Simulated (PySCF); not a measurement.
# State search for GaB⁺

Unrestricted PBE0; basis Ga cc-pVTZ-PP with ECP10, B cc-pVTZ; scalar-relativistic core potentials; PySCF 2.14. Outer shells of the fragments: Ga+ 3d10 4s2; B 2s2 2p1.

Followed along the bond (rough minima from three points):

```csv
2Ms+1,unpaired,⟨S²⟩ at the start,R at minimum (Å),Te (eV)
2,σ ↑,0.76,2.80,0.00
2,π ↑,0.79,2.44,0.46
4,"σ ↑↑, π ↑",3.75,2.06,2.34
```

Solutions found at the starting distance of 2.120 Å, counted from the lowest of them; the search is not exhaustive and high or unbound solutions are not listed, so other states can lie among these:

```csv
2Ms+1,unpaired,term,E (eV),⟨S²⟩,⟨Lz²⟩,μ (D)
2,π ↑,²Π,0.00,0.79,1.00,1.25
2,σ ↑,²Σ⁺,0.15,0.76,0.00,2.42
4,"σ ↑↑, π ↑",⁴Π,1.73,3.75,1.00,0.81
4,"σ ↑, π ↑↑",⁴Σ⁻,2.07,3.77,0.00,0.13
2,"σ ↑↑, π ↓",mixed,2.57,1.75,1.00,0.77
2,"σ ↑, π ↑↓",mixed,2.98,1.77,2.01,0.25
2,"σ ↓, π ↑↑",mixed,3.34,1.77,0.00,0.18
2,σ ↑,mixed,3.79,0.86,2.00,0.59
4,"σ ↑, π ↑↑",mixed,4.90,3.79,2.01,2.63
```

A term symbol is given only where ⟨S²⟩ and ⟨Lz²⟩ are close to those of a pure state; real π, δ and φ orbitals otherwise mix terms. A positive dipole points towards B; it is taken about the centre of mass and depends on that origin.

Q: Compare the gap between the two lowest followed solutions at the starting distance with the gap between their minima.

A: At PBE0 the second solution (doublet, unpaired electrons π ↑) lies -0.15 eV from the first (doublet, unpaired electrons σ ↑) at 2.120 Å and +0.46 eV at the minima; the two curves relax by different amounts, since their minima lie near 2.44 and 2.80 Å.

Spin–orbit coupling is left out. Counting both spins, an empty level lies below a filled one in some of these solutions, because spin and occupation are held.
